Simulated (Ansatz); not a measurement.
One change: `OB(S)S` becomes `NB(S)S`.

Ansatz, PBE0-D4/def2-TZVP geometries, multiplicity 1. Each molecule was computed in one conformer, which needn't be the lowest.

```tsv
property	`OB(S)S`
HOMO energy (B3LYP/def2-TZVPP) / eV	-7.18
size of the dipole moment (PBE/def2-TZVPP) / D	0.90
HOMO energy (PBE0/def2-TZVPP) / eV	-7.44
HOMO–LUMO gap (ωB97M-V/def2-TZVPP) / eV	11.20
LUMO energy (PBE0/def2-TZVPP) / eV	-0.09
HOMO–LUMO gap (PBE/def2-TZVPP) / eV	5.22
```

**Question.** What does the change do to each property? (Best estimate.)

**Answer.** Computed: 
```json
{"property": "HOMO energy (B3LYP/def2-TZVPP) / eV", "`NB(S)S`": "-6.92", "shift": "0.26"}
{"property": "size of the dipole moment (PBE/def2-TZVPP) / D", "`NB(S)S`": "2.30", "shift": "1.40"}
{"property": "HOMO energy (PBE0/def2-TZVPP) / eV", "`NB(S)S`": "-7.18", "shift": "0.26"}
{"property": "HOMO–LUMO gap (ωB97M-V/def2-TZVPP) / eV", "`NB(S)S`": "11.04", "shift": "-0.16"}
{"property": "LUMO energy (PBE0/def2-TZVPP) / eV", "`NB(S)S`": "0.05", "shift": "0.14"}
{"property": "HOMO–LUMO gap (PBE/def2-TZVPP) / eV", "`NB(S)S`": "5.12", "shift": "-0.10"}
```

With PBE0 the HOMO rises by 0.26 eV and the LUMO rises by 0.14 eV, so the gap narrows by about 0.12 eV. PBE moves the HOMO by 0.27 eV and ωB97M-V by 0.24 eV. Dipoles are sizes alone; their direction can turn.

B3LYP here is the variant with VWN-RPA as its local correlation; programs differ in this.
